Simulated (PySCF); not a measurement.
Se(F)(NH2) (FH2NSe), SMILES [Se](N)F. Heavy atoms are numbered as in [Se:1]([F:2])[NH2:3]. Hydrogens are named by the atom that carries them.

Geometry optimised at PBE0-D3(BJ)/def2-TZVP. The values are those of a single conformer.

Computed with HF/pcSseg-2 (PySCF).

GIAO shieldings, no solvent; atoms alike by connectivity are averaged. δ = σ(ref) − σ: ⁷⁷Se against Me2Se (σ = 1901.4 ppm); ¹⁹F against CFCl3 (σ = 237.3 ppm); ¹⁵N against NH3 (σ = 262.2 ppm); ¹H against TMS (σ = 31.98 ppm), references at their B3LYP-D3(BJ)/def2-TZVP geometries, non-relativistic.

Computed chemical shifts:
```
nucleus     atoms  count  δ (ppm)
-------  --------  -----  -------
⁷⁷Se          Se1      1   1883.6
¹⁹F            F2      1   -260.4
¹⁵N      N3 (NH2)      1     74.8
¹H        H on N3      2     5.08
```
